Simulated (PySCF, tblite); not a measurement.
Q: Give a GFN2-xTB geometry of `C/C=P\C(F)(F)F`.

A: 
```xyz
11
C3H4F3P angstrom
C     -1.1954    0.2826   -0.7826
C     -1.0387    0.2376    0.6922
P      0.2678   -0.0706    1.6886
C      1.6442   -0.3840    0.3992
F      1.3959   -1.4319   -0.4051
F      1.8824    0.6707   -0.3992
F      2.7962   -0.6518    1.0303
H     -1.5564    1.2698   -1.0759
H     -1.9565   -0.4384   -1.0855
H     -0.2815    0.0716   -1.3275
H     -1.9527    0.4470    1.2395
```

Any rigid rotation of these coordinates is as good. Atoms count from 1 in this order. The 2 C–P bonds span 1.672 Å (C2=P3, drawn double) to 1.912 Å (P3–C4, drawn single), a spread of 0.240 Å. All 3 C–F bonds measure 1.340 to 1.344 Å. P3 (phosphorus bonded to 2 C) is bent (angle 101.0°). Of the pairs four or more bonds apart, C4···H10 is among the closest relative to their van der Waals radii: 2.63 Å, 91 % of the sum of Bondi's values.

Bonds between heavy atoms (Å): C1–C2 1.484, C2=P3 1.672, P3–C4 1.912, C4–F5 1.344, C4–F6 1.344, C4–F7 1.340.

Computed geometry: GFN2-xTB, gas phase.

Point group: Cs (every atom within 0.08 Å of its image). Its GFN2-xTB frequencies are all real (lowest 45 cm⁻¹). 2 starts were optimised and ended at 0.00 and 0.12 kcal/mol (GFN2-xTB); the lowest of these is shown.
